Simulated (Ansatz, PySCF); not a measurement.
Lewis adduct: BH3 (SMILES B) (first 4 atoms) with PH3 (SMILES P); geometry from B3LYP-D3(BJ)/def2-TZVP, rigid monomers moved along the line of their centres of mass till B1···P5 is 2.22 Å.
(charge 0, multiplicity 1):
```xyz
8

B     -0.0303    -0.0774     0.6721
H      1.0967    -0.4211     0.4177
H     -0.8416    -0.9688     0.6552
H     -0.3837     0.9320     0.1159
P      0.0671     0.5060     2.8110
H     -1.1129     0.9638     3.4241
H      0.4580    -0.4712     3.7438
H      0.9431     1.5454     3.1717
```

Monomers are frozen at their geometry in the pair; levels with a basis set take the counterpoise correction. Rows marked so take none.

Frozen-core correlation. CBS(a, b) extrapolates the correlation energy as X⁻³ and adds the Hartree–Fock energy of set b. Rows in 6-31G* carry no dispersion term and start afresh at each structure (6-31G* with six Cartesian d functions).

The values were computed with Ansatz (Gaussian orbitals); PySCF for 6-31G* rows. 

Problem. What is the computed interaction energy (CCSD(T)/CBS(aug-cc-pV(D+d)Z, aug-cc-pV(T+d)Z))?

Solution. -1337 meV

Problem. What is the computed interaction energy (MP2/aug-cc-pV(D+d)Z)?

Solution. -1282 meV

Problem. Give the interaction energy at the level B3LYP/6-31G* (no counterpoise).

Solution. -1275 meV

Ansatz is a quantum-chemistry and plane-wave program.
